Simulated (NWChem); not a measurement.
System: C2H6OSe; SMILES COC[SeH]

Input file for NWChem:

```
start job
memory heap 200 mb stack 900 mb global 1100 mb
geometry units angstroms noautoz
  C     -0.802959     2.203572     0.074224
  O      0.438306     1.705544    -0.392573
  C      0.910289     0.594657     0.287076
  Se    -0.054866    -1.145722    -0.069702
  H     -1.003132     3.120712    -0.483588
  H     -0.761754     2.435309     1.150218
  H     -1.613277     1.484863    -0.107591
  H      0.906453     0.730830     1.375877
  H      1.926033     0.407491    -0.062100
  H     -1.053909    -0.979404     1.012577
end
basis spherical
  C library 6-31g*
  O library 6-31g*
  Se library 6-31g*
  H library 6-31g*
end
dft
  xc b3lyp
  grid fine
  iterations 150
  mulliken
end
task dft gradient
```

Parts of the log:

```
             Northwest Computational Chemistry Package (NWChem) 7.3.0
             --------------------------------------------------------

 C1  symmetry detected

                             Geometry "geometry" -> ""
                             -------------------------

 Output coordinates in angstroms (scale by  1.889725989 to convert to a.u.)

  No.       Tag          Charge          X              Y              Z
 ---- ---------------- ---------- -------------- -------------- --------------
    1 C                    6.0000    -0.78835024     2.23504535     0.07899236
    2 O                    8.0000     0.44905933     1.72251743    -0.38231319
    3 C                    6.0000     0.90474166     0.60589042     0.29905189
    4 Se                  34.0000    -0.07929937    -1.12282041    -0.06282644
    5 H                    1.0000    -0.97509592     3.15468003    -0.47936894
    6 H                    1.0000    -0.74933650     2.46591287     1.15525491
    7 H                    1.0000    -1.60627627     1.52604058    -0.10681355
    8 H                    1.0000     0.89752827     0.74172947     1.38787747
    9 H                    1.0000     1.91978869     0.40683234    -0.04554392
   10 H                    1.0000    -1.08125292    -0.94505557     1.01493289

 Effective nuclear repulsion energy (a.u.)     256.3131595662

                                 NWChem DFT Module
                                 -----------------

 Summary of "ao basis" -> "ao basis" (spherical)
 ------------------------------------------------------------------------------
       Tag                 Description            Shells   Functions and Types
 ---------------- ------------------------------  ------  ---------------------
 C                           6-31g*                  6       14   3s2p1d
 O                           6-31g*                  6       14   3s2p1d
 Se                          6-31g*                 12       32   5s4p3d
 H                           6-31g*                  2        2   2s

            General Information
            -------------------
          SCF calculation type: DFT
          Wavefunction type:  closed shell.
          No. of atoms     :    10
          No. of electrons :    60
           Alpha electrons :    30
            Beta electrons :    30
          Charge           :     0
          Spin multiplicity:     1
          Use of symmetry is: off; symmetry adaption is: off
          Maximum number of iterations: 150
          AO basis - number of functions:    86
                     number of shells:    42
          Convergence on energy requested:  1.00D-06
          Convergence on density requested:  1.00D-05
          Convergence on gradient requested:  5.00D-04

              XC Information
              --------------
                         B3LYP Method XC Potential
                     Hartree-Fock (Exact) Exchange  0.200
                        Slater Exchange Functional  0.800 local
                    Becke 1988 Exchange Functional  0.720 non-local
              Lee-Yang-Parr Correlation Functional  0.810
                  VWN I RPA Correlation Functional  0.190 local

             Grid Information
             ----------------
          Grid used for XC integration:  fine
          Radial quadrature: Mura-Knowles
          Angular quadrature: Lebedev.
          Tag              B.-S. Rad. Rad. Pts. Rad. Cut. Ang. Pts.
          ---              ---------- --------- --------- ---------
          C                   0.70       70          11.0       590
          O                   0.60       70          10.0       590
          Se                  1.15      140          11.0       974
          H                   0.35       60          12.0       590
          Grid pruning is: on
          Number of quadrature shells:   710
          Spatial weights used:  Erf1

      Superposition of Atomic Density Guess
      -------------------------------------

 Sum of atomic energies:       -2552.56959903

      Non-variational initial energy
      ------------------------------

 Total energy =   -2554.366751
 1-e energy   =   -4059.943790
 2-e energy   =    1249.263880
 HOMO         =      -0.280017
 LUMO         =       0.047154

     ---------------------------------------------
      Total Density - Mulliken Population Analysis
     ---------------------------------------------

    Atom       Charge   Shell Charges
 -----------   ------   -------------------------------------------------------
    1 C    6     6.24   2.00  0.70  1.85  0.63  1.01  0.05
    2 O    8     8.63   2.00  0.92  2.99  0.90  1.80  0.02
    3 C    6     5.95   2.00  0.68  1.66  0.61  0.94  0.06
    4 Se  34    34.36   2.00  2.00  6.00  2.00  5.99  1.51  3.21  0.36  1.23  6.94  2.94  0.17
    5 H    1     0.80   0.48  0.32
    6 H    1     0.81   0.48  0.33
    7 H    1     0.81   0.48  0.33
    8 H    1     0.81   0.48  0.33
    9 H    1     0.80   0.48  0.32
   10 H    1     0.78   0.39  0.40

   convergence    iter        energy       DeltaE   RMS-Dens  Diis-err
 ---------------- ----- ----------------- --------- --------- ---------
 d= 0,ls=0.0,diis     1  -2556.2331368851 -2.81D+03  1.13D-02  6.21D-01
 d= 0,ls=0.0,diis     2  -2556.2277584378  5.38D-03  6.56D-03  7.26D-01
 d= 0,ls=0.0,diis     3  -2556.3025351251 -7.48D-02  1.50D-03  4.10D-02
 d= 0,ls=0.0,diis     4  -2556.3064388606 -3.90D-03  5.71D-04  3.86D-03
 d= 0,ls=0.0,diis     5  -2556.3068564692 -4.18D-04  2.04D-04  2.19D-04
  Resetting Diis
 d= 0,ls=0.0,diis     6  -2556.3068836810 -2.72D-05  5.20D-05  2.87D-05
 d= 0,ls=0.0,diis     7  -2556.3068873984 -3.72D-06  1.89D-05  1.18D-06
 d= 0,ls=0.0,diis     8  -2556.3068873172  8.11D-08  1.01D-05  1.94D-06
 d= 0,ls=0.0,diis     9  -2556.3068875452 -2.28D-07  2.16D-06  2.30D-08

         Total DFT energy =    -2556.306887545182
      One electron energy =    -4063.205536391798
           Coulomb energy =     1359.439704501199
    Exchange-Corr. energy =     -108.854215220735
 Nuclear repulsion energy =      256.313159566152

 Numeric. integr. density =       59.999996139289

                       DFT Final Molecular Orbital Analysis
                       ------------------------------------

 Vector   28  Occ=2.000000D+00  E=-3.291871D-01
              MO Center=  3.3D-01,  1.5D+00, -1.2D-01, r^2= 2.4D+00
   Bfn.  Coefficient  Atom+Function         Bfn.  Coefficient  Atom+Function
  ----- ------------  ---------------      ----- ------------  ---------------
    19      0.410848   2 O  pz               23      0.289381   2 O  pz
    20     -0.235587   2 O  s                17     -0.202340   2 O  px
     5     -0.180863   1 C  pz               33     -0.156580   3 C  pz
    78     -0.148673   6 H  s                32      0.143880   3 C  py
    21     -0.141994   2 O  px                3      0.135740   1 C  px

 Vector   29  Occ=2.000000D+00  E=-2.625353D-01
              MO Center=  1.7D-01,  8.6D-01, -9.4D-02, r^2= 3.2D+00
   Bfn.  Coefficient  Atom+Function         Bfn.  Coefficient  Atom+Function
  ----- ------------  ---------------      ----- ------------  ---------------
    54      0.354677   4 Se py               19      0.317461   2 O  pz
    18      0.303806   2 O  py               17      0.259011   2 O  px
    22      0.237477   2 O  py               23      0.237471   2 O  pz
    21      0.196337   2 O  px               82     -0.173922   8 H  s
    53      0.169780   4 Se px               80      0.164268   7 H  s

 Vector   30  Occ=2.000000D+00  E=-2.322350D-01
              MO Center= -6.7D-02, -1.0D+00, -4.3D-02, r^2= 2.0D+00
   Bfn.  Coefficient  Atom+Function         Bfn.  Coefficient  Atom+Function
  ----- ------------  ---------------      ----- ------------  ---------------
    55      0.473369   4 Se pz               53      0.437715   4 Se px
    54     -0.350487   4 Se py               59      0.248318   4 Se pz
    57      0.228221   4 Se px               51     -0.203588   4 Se pz
    49     -0.188618   4 Se px               58     -0.172750   4 Se py
    50      0.149300   4 Se py               18     -0.106745   2 O  py

 Vector   31  Occ=0.000000D+00  E= 2.354907D-03
              MO Center=  8.0D-02, -7.6D-01,  6.8D-02, r^2= 3.7D+00
   Bfn.  Coefficient  Atom+Function         Bfn.  Coefficient  Atom+Function
  ----- ------------  ---------------      ----- ------------  ---------------
    34      0.883844   3 C  s                57     -0.623861   4 Se px
    86     -0.619607  10 H  s                58     -0.489204   4 Se py
    53     -0.374623   4 Se px               36     -0.360583   3 C  py
    82     -0.349383   8 H  s                54     -0.277972   4 Se py
    32     -0.257632   3 C  py               59      0.207468   4 Se pz

 Vector   32  Occ=0.000000D+00  E= 4.217865D-02
              MO Center= -2.5D-01, -8.3D-01,  2.6D-01, r^2= 3.5D+00
   Bfn.  Coefficient  Atom+Function         Bfn.  Coefficient  Atom+Function
  ----- ------------  ---------------      ----- ------------  ---------------
    86      1.165670  10 H  s                52      0.588012   4 Se s
    58     -0.590074   4 Se py               59     -0.585550   4 Se pz
    56     -0.564012   4 Se s                55     -0.368067   4 Se pz
    34      0.360167   3 C  s                35     -0.327666   3 C  px
    36     -0.291740   3 C  py               54     -0.266084   4 Se py

 Vector   33  Occ=0.000000D+00  E= 9.807353D-02
              MO Center= -1.9D-01,  1.4D+00,  4.1D-01, r^2= 5.1D+00
   Bfn.  Coefficient  Atom+Function         Bfn.  Coefficient  Atom+Function
  ----- ------------  ---------------      ----- ------------  ---------------
     6      1.162648   1 C  s                78     -0.818124   6 H  s
    76     -0.697459   5 H  s                82     -0.663257   8 H  s
    34      0.645045   3 C  s                20      0.611217   2 O  s
    80     -0.580003   7 H  s                 7     -0.568686   1 C  px
    84     -0.557000   9 H  s                37      0.447037   3 C  pz

     ---------------------------------------------
      Total Density - Mulliken Population Analysis
     ---------------------------------------------

    Atom       Charge   Shell Charges
 -----------   ------   -------------------------------------------------------
    1 C    6     6.20   2.00  0.68  2.07  0.57  0.83  0.06
    2 O    8     8.42   2.00  0.91  2.92  0.94  1.63  0.03
    3 C    6     6.11   2.00  0.69  1.99  0.56  0.81  0.07
    4 Se  34    34.14   2.00  2.00  6.00  2.00  5.98  1.60  3.16  0.31  1.02  6.92  2.93  0.23
    5 H    1     0.83   0.53  0.30
    6 H    1     0.87   0.53  0.34
    7 H    1     0.84   0.53  0.31
    8 H    1     0.84   0.53  0.31
    9 H    1     0.82   0.53  0.29
   10 H    1     0.92   0.48  0.44

     -------------------------------------------
      Total Density - Lowdin Population Analysis
     -------------------------------------------

    Atom       Charge   Shell Charges
 -----------   ------   -------------------------------------------------------
    1 C    6     6.21   1.99  0.55  1.86  0.43  1.26  0.12
    2 O    8     8.21   1.99  0.84  2.78  0.65  1.88  0.07
    3 C    6     6.18   1.99  0.56  1.79  0.44  1.27  0.14
    4 Se  34    34.12   2.00  2.00  5.99  1.99  5.89  1.24  2.87  0.54  1.50  6.69  3.08  0.32
    5 H    1     0.87   0.50  0.36
    6 H    1     0.89   0.51  0.38
    7 H    1     0.88   0.50  0.37
    8 H    1     0.88   0.51  0.37
    9 H    1     0.86   0.51  0.35
   10 H    1     0.91   0.47  0.44

     Multipole analysis of the density
     ---------------------------------

     L   x y z        total         alpha         beta         nuclear
     -   - - -        -----         -----         ----         -------
     0   0 0 0     -0.000000    -30.000000    -30.000000     60.000000

     1   1 0 0     -0.199554     -0.099777     -0.099777     -0.000000
     1   0 1 0      0.496976      0.248488      0.248488     -0.000000
     1   0 0 1      0.616480      0.308240      0.308240      0.000000

     2   2 0 0    -26.426546    -49.316831    -49.316831     72.207117
     2   1 1 0     -1.111228      4.754699      4.754699    -10.620626
     2   1 0 1     -0.806252     -0.188578     -0.188578     -0.429097
     2   0 2 0    -28.704853   -226.378524   -226.378524    424.052195
     2   0 1 1      1.110453     -0.340798     -0.340798      1.792049
     2   0 0 2    -28.322471    -25.609578    -25.609578     22.896686

            General Information
            -------------------
          SCF calculation type: DFT
          Wavefunction type:  closed shell.
          No. of atoms     :    10
          No. of electrons :    60
           Alpha electrons :    30
            Beta electrons :    30
          Charge           :     0
          Spin multiplicity:     1
          Use of symmetry is: off; symmetry adaption is: off
          Maximum number of iterations: 150
          AO basis - number of functions:    86
                     number of shells:    42
          Convergence on energy requested:  1.00D-06
          Convergence on density requested:  1.00D-05
          Convergence on gradient requested:  5.00D-04

              XC Information
              --------------
                         B3LYP Method XC Potential
                     Hartree-Fock (Exact) Exchange  0.200
                        Slater Exchange Functional  0.800 local
                    Becke 1988 Exchange Functional  0.720 non-local
              Lee-Yang-Parr Correlation Functional  0.810
                  VWN I RPA Correlation Functional  0.190 local

             Grid Information
             ----------------
          Grid used for XC integration:  fine
          Radial quadrature: Mura-Knowles
          Angular quadrature: Lebedev.
          Tag              B.-S. Rad. Rad. Pts. Rad. Cut. Ang. Pts.
          ---              ---------- --------- --------- ---------
          C                   0.70       70          11.0       590
          O                   0.60       70          10.0       590
          Se                  1.15      140          11.0       974
          H                   0.35       60          12.0       590
          Grid pruning is: on
          Number of quadrature shells:   710
          Spatial weights used:  Erf1

          Convergence Information
          -----------------------
          Convergence aids based upon iterative change in
          total energy or number of iterations.
          Levelshifting, if invoked, occurs when the
          HOMO/LUMO gap drops below (HL_TOL):  1.00D-02
          DIIS, if invoked, will attempt to extrapolate
          using up to (NFOCK): 10 stored Fock matrices.

                    Damping( 0%)  Levelshifting(0.5)       DIIS
                  --------------- ------------------- ---------------
          dE  on:    start            ASAP                start
          dE off:    2 iters        150 iters           150 iters

[...]

                         DFT ENERGY GRADIENTS

    atom               coordinates                        gradient
                 x          y          z           x          y          z
   1 C      -1.489766   4.223623   0.149274   -0.000013  -0.000000   0.000010
   2 O       0.848599   3.255086  -0.722467    0.000014   0.000051   0.000005
   3 C       1.709714   1.144967   0.565126   -0.000042  -0.000126   0.000009
   4 Se     -0.149854  -2.121823  -0.118725    0.000007   0.000053   0.000019
   5 H      -1.842664   5.961481  -0.905876   -0.000017  -0.000005  -0.000010
   6 H      -1.416041   4.659900   2.183115    0.000004   0.000000  -0.000006
   7 H      -3.035422   2.883799  -0.201848    0.000009  -0.000002   0.000013
   8 H       1.696082   1.401665   2.622708    0.000004   0.000019  -0.000031
   9 H       3.627875   0.768802  -0.086066    0.000020   0.000005   0.000008
  10 H      -2.043272  -1.785896   1.917945    0.000012   0.000006  -0.000017
```

Level: B3LYP/6-31G* (spherical d). All runs use the structure optimised with B3LYP/6-31G* (spherical d).
